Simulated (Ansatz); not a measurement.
**One arrangement of a pair**

The pair of H2 (SMILES [H][H], atoms 1–2) and AlCl3 (SMILES Cl[Al](Cl)Cl, atoms 3–6), both closed shells, in one local arrangement (a lower one may exist), relaxed at PBE0-D4/def2-TZVP:

```
6
angstrom
H -0.0988 -0.1671 -3.3685
H 0.0037 0.1439 -4.0392
Cl 0.4516 0.0015 -0.1719
Al 0.0231 0.0055 1.8526
Cl -1.6453 -0.9925 2.5594
Cl 1.2655 1.0086 3.1676
```

Ansatz 0.2.0; basis: def2-TZVPPD, with def2-QZVPPD for the basis limit; cores frozen in the correlated methods. B3LYP uses VWN-RPA correlation. Extrapolation: Hartree–Fock as exp(−7.88 √X), correlation as X^−2.97. Interaction energies count from these two fragments, frozen as in the pair, with the counterpoise correction; negative means bound.

(1) What is the interaction energy by CCSD(T) at an estimated basis limit (MP2 extrapolated from triple and quadruple zeta, plus CCSD(T) − MP2 in triple zeta)? (To be estimated.)

(2) Which atoms make the shortest contact between the fragments?

No T1 diagnostic of these runs exceeds 0.009.

Results:

(1) By the calculation: -0.22 kcal/mol. Hartree–Fock alone gives 0.18 kcal/mol at the basis limit, so without correlation the pair would not bind at this distance. It counts from the two fragments frozen as in the pair.

The same quantity by other methods in triple zeta, and each one's difference from that estimate:
```csv
method,E_int (kcal/mol),difference
PBE-D4,-0.37,-0.15
revPBE-D4,-0.23,-0.01
BLYP-D4,-0.09,0.13
r2SCAN-D4,-0.07,0.15
B97M-V,-0.21,0.01
PBE0-D4,-0.29,-0.07
B3LYP-D4,-0.16,0.06
HSE06-D4,-0.30,-0.08
wB97X-V,-0.21,0.01
wB97M-V,-0.17,0.05
B2PLYP,0.01,0.23
HF,0.18,0.40
MP2,-0.18,0.04
CCSD,-0.13,0.09
CCSD(T),-0.18,0.04
```
Differences are method less estimate.

(2) H1 and Cl3, 3.25 Å apart.

Basis-set superposition shift (counterpoise-corrected less uncorrected): CCSD(T) 0.18; MP2 0.17; HF 0.04; PBE0-D4 0.04; wB97M-V 0.04 kcal/mol.

For scale, one of the runs: CCSD(T)/def2-TZVPPD, 235 basis functions, launched by `ansatz run in.yaml --threads 4 --pin off --events-out ev --progress --plain --max-ram 9574MiB`. Hardware: 4 CPU threads of an Arm Neoverse V1, shared host. Wall time 68 s; peak host memory 3.6 GiB.
